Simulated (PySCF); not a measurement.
# One molecule, several mistakes: GeH4NOSi

Calculated results; nothing here was measured. They come from PySCF 2.14.0, an open-source quantum chemistry program, on an isolated molecule that a program drew, which may never have been made. The molecule is GeH4NOSi (charge 0, doublet), drawn as the SMILES string `N=[Si](O)[GeH2]`.

Each row is a Hartree-Fock (HF) and frozen-core CCSD(T) single point in the cc-pV(D+d)Z basis, meant for a local HF minimum. Run 1 is clean. Each other run has one planted mistake out of seven kinds, and not every kind appears here: one electron removed, one electron added, multiplicity raised by two, geometry at a saddle point, minimal basis STO-3G, one bond length entered in bohr, all coordinates scaled. The reference is restricted for singlets and unrestricted otherwise, and also for a bond in bohr. Adding or removing an electron swaps singlet and doublet. Electrons count all cores. HOMO and LUMO are orbital energies over both spins, the gradient is its largest component, and the lowest frequency (negative if imaginary) is given only where the gradient is small. Bond lengths are over the 7 bonds as drawn. T1 is the CCSD diagnostic: over 0.02 (restricted) or 0.045 (unrestricted) a single reference is doubtful. Germanium has the cc-pVDZ-PP basis, with a core potential (ECP10MDF) in place of its 10 inner electrons, and its 3s, 3p and 3d shells are frozen in CCSD(T).

Geometry of the clean run:
```xyz
8
GeH4NOSi, angstrom
N     0.5582   -0.5460   -2.1524
Si    0.2150   -0.2076   -0.6643
O    -0.7663   -1.1872    0.1834
Ge    1.0650    1.5238    0.7163
H     1.1613    0.0060   -2.7311
H    -1.0018   -0.9760    1.0737
H     1.5822    2.7389   -0.0507
H     0.1396    1.9474    1.8624
```

```
run  electrons  basis functions  <S^2>  HOMO (eV)  LUMO (eV)  gradient (hartree/bohr)  lowest frequency (cm^-1)  mean bond (Å)  longest bond (Å)      T1  HF (hartree)  CCSD(T) (hartree)                     mistake
  1         65               94  0.772      -9.02       0.11                  1.7e-05                       131         1.5097             2.372  0.0197    -713.94523         -714.52381                    no fault
  2         65               94  0.787      -9.06       0.07                  2.5e-02                         -         1.5489             2.434  0.0219    -713.93962         -714.52479      all coordinates scaled
  3         64               94  0.000     -14.89      -7.41                  5.2e-02                         -         1.5097             2.372  0.0361    -713.64234         -714.22957        one electron removed
  4         65               94  3.788      -5.03       0.18                  1.6e-01                         -         1.5097             2.372  0.0225    -713.82305         -714.35488  multiplicity raised by two
  5         65               94  1.655      -8.63      -0.23                  7.0e-03                         -         1.7045             2.896  0.0366    -713.85289         -714.41827                           ?
```

**Which mistake was planted in run 5, and what did it cost?**

The mean bond changes by a factor of 1.129 and the longest by 1.221, so the molecule wasn't scaled as a whole. A length L in bohr read as angstrom grows by (1/0.5292 - 1) L = 0.890 L. The 7 bonds together grew by 7 x 0.1948 = 1.364 Å, which gives L = 1.533 Å. That is the length of one of the Ge-H bonds, 1.533 Å in the clean geometry. So the mistake is: one bond length entered in bohr. Subtracting run 1 and multiplying by 627.51 kcal/mol a hartree, the energy moved by 57.9 kcal/mol in HF and 66.2 kcal/mol in CCSD(T).

Cautions from the logs. Run 3: T1 is over the limit, so its CCSD(T) energy is less reliable.
